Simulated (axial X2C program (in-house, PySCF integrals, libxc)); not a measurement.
# MoBr: from the spin-free to the two-component result

Computed with an in-house relativistic program for diatomic molecules. Spin-free means the one-electron spin-free X2C Hamiltonian; two-component (2c) means X2C with spin–orbit coupling and atomic mean-field two-electron Coulomb and Gaunt terms, so the difference of the two also holds small scalar two-electron terms. Basis: Mo dyall-cv3z [11s12p9d5f3g], Br dyall-cv3z [8s9p6d4f1g] (cores contracted in-house); Gaussian nuclei, density fitting, unrestricted open shells. Masses: Mo 97.905 u, Br 78.918 u.

Spin-free state: M_S = 5/2, Λ = 0 (beyond evenly filled blocks: σα, π+α, π-α, δ+α, δ-α); fragments Mo + Br.

```tsv
level	Re (Å)	ωe (cm⁻¹)	De (eV)	μ (D)
PBE0	2.434	264.7	3.316	-4.55
HF	2.544	230.5	2.124	-6.56
MP2	2.424	274.4	3.291	n/a
CCSD	2.454	263.5	3.071	n/a
CCSD(T)	2.443	268.1	n/a	n/a
B3LYP	2.452	259.1	3.334	-4.37
```

Correlated methods: 21 electrons correlated (number of frozen shells: Mo 3 s, 2 p, 1 d; Br 3 s, 2 p, 1 d), 307 virtual spin orbitals or spinors in MP2, 110 natural virtuals in coupled cluster.

Dipoles are positive if Br is the positive end.

Two-component determinant lowest at the distance of the search:

Ω = 5/2 (⟨Sz⟩ = 2.50, ⟨Lz⟩ = 0.00 at HF); fragments Mo + Br.

```json
{"level": "PBE0", "Re (Å)": "2.436", "ωe (cm⁻¹)": "264.0", "De (eV)": "3.212", "μ (D)": "-4.55"}
{"level": "HF", "Re (Å)": "2.546", "ωe (cm⁻¹)": "229.8", "De (eV)": "1.960", "μ (D)": "-6.56"}
{"level": "MP2", "Re (Å)": "2.425", "ωe (cm⁻¹)": "273.9", "De (eV)": "3.148", "μ (D)": "n/a"}
{"level": "CCSD", "Re (Å)": "2.456", "ωe (cm⁻¹)": "262.9", "De (eV)": "2.927", "μ (D)": "n/a"}
{"level": "CCSD(T)", "Re (Å)": "2.445", "ωe (cm⁻¹)": "267.5", "De (eV)": "n/a", "μ (D)": "n/a"}
{"level": "B3LYP", "Re (Å)": "2.454", "ωe (cm⁻¹)": "258.3", "De (eV)": "3.182", "μ (D)": "-4.37"}
```

Task: From the two tables, how do the constants change at the CCSD(T) level (2c against spin-free)?

Result: At the CCSD(T) level Re increases by 0.002 Å and ωe drops by 0.6 cm⁻¹.

The state is a single determinant with fixed occupations, the lowest that a limited PBE0 search found. Dissociation energies refer to the lowest single-determinant-based atoms at the same level and basis. De is not given where an atomic determinant may have missed its ground term or J level, or where the truncated virtual space spoils (T). Density functionals use the spin component along the axis (collinear). Coupled cluster ran in a truncated set of natural virtual spinors; the MP2 energy of the rest was added. (T) has no such correction and the atoms are truncated less, which lowers De at CCSD(T) by a hundredth of an eV or more. The functionals have no current-density term, which raises determinants with orbital currents, atoms included. With several unpaired electrons one determinant need not be a pure state. This is the top spin component of a Σ state; components of lower Ω are not single determinants and can lie lower.
